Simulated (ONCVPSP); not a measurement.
# Mg (Z = 12): variants of one ONCV potential

Base potential:

```
Element                 : magnesium
Generator               : ONCVPSP 4.0.1
Type                    : optimised norm-conserving Vanderbilt (ONCV)
Functional              : PW91
Relativity              : non-relativistic
Frozen core             : [Ne]
Valence charge          : 2
Reference configuration : 3s2
Partial waves           : 3s: rc 2.80 bohr, ncon 4, nbas 8, qcut 1.9 1/bohr, 2 projectors, debl 3.4 Ha; p scattering state at 0.46 Ha: rc 2.75 bohr, ncon 4, nbas 9, qcut 3.5 1/bohr, local
Local potential         : the p channel
Core correction         : Teter function, fcfact 1.5, rcfact 1.05
```

In the p channel the program set the typed energies aside and used 0.050 Ha.

All-electron outer shells of the reference configuration (PW91, non-relativistic, ld1.x):

| shell | level (eV) | outermost node (bohr) | outermost maximum (bohr) |
| --- | --- | --- | --- |
| 2p | -46.80 | – | 0.48 |
| 3s | -4.73 | 0.90 | 2.56 |

Cutoffs, loose and tight: the cutoffs (Ha) at which the residual kinetic energy of the hardest occupied pseudo-wave falls to 1 and 0.1 mHa per electron. They do not see the model core or the augmentation charge, which bear on the density cutoff. Test errors are all-electron minus pseudo excitation energies from the reference, over the configurations 3s1; 3s1.5; 3s1 3p1; 3s0 3p1. A dash means not determined; rows that change the core or the reference have their own tests. The largest error is taken over the tests solved by every variant that gives reliable tests at all: 3s1; 3s1 3p1; 3s1.5.

For the base: The cutoffs count occupied waves only; projector 2 of the s channel, the hardest unoccupied one, needs 27 Ha at the loose tolerance.

| change | outcome | cutoff, loose | cutoff, tight | bound ghosts | GHOST(+) flags above zero | largest test error (meV) |
| --- | --- | --- | --- | --- | --- | --- |
| base | generated, projector energies reset by the program | 4.6 Ha | 19 Ha | none | none | -5.8 |
| core [He] 2s2, valence charge 8; reference 2p6 3s1.5; waves now 3s: rc 2.40 bohr, ncon 5, nbas 8, qcut 2.9 1/bohr, 3 projectors, debl 4 Ha; 2p: rc 0.70 bohr, ncon 4, nbas 7, qcut 19.8 1/bohr, 3 projectors, debl 1.1 Ha; local potential polynomial inside 0.50 bohr (lpopt 2, dvloc0 2 Ha) | generated, projector energies reset by the program | 141 Ha | 164 Ha | none | s | +58 |
| s: debl 4.3 | generated, projector energies reset by the program | 4.6 Ha | 19 Ha | none | s | -28 |
| functional BLYP | generated, projector energies reset by the program | 4.9 Ha | 20 Ha | none | none | +29 |
| s: rc 2.75, nproj 0; p: nproj 1; local potential the s channel | generated, projector energies reset by the program | 5.1 Ha | 20 Ha | none | none | +3.3 |
| p: qcut 4.4 | generated, projector energies reset by the program | 4.6 Ha | 19 Ha | none | none | -6.2 |
| core correction Teter function, fcfact 1.5, rcfact 2 | generated, projector energies reset by the program | 4.6 Ha | 19 Ha | none | none | -59 |
| p: rc 3.64 | failed: test_data: rc < rc(lloc) for l = 0. Not allowed. | – | – | – | – | – |
| s: rc 2.16 | failed: test_data: rc < rc(lloc) for l = 0. Not allowed. | – | – | – | – | – |
| core correction Teter function, fcfact 2.75, rcfact 1.1 | generated, projector energies reset by the program | 4.6 Ha | 19 Ha | none | none | -8.0 |
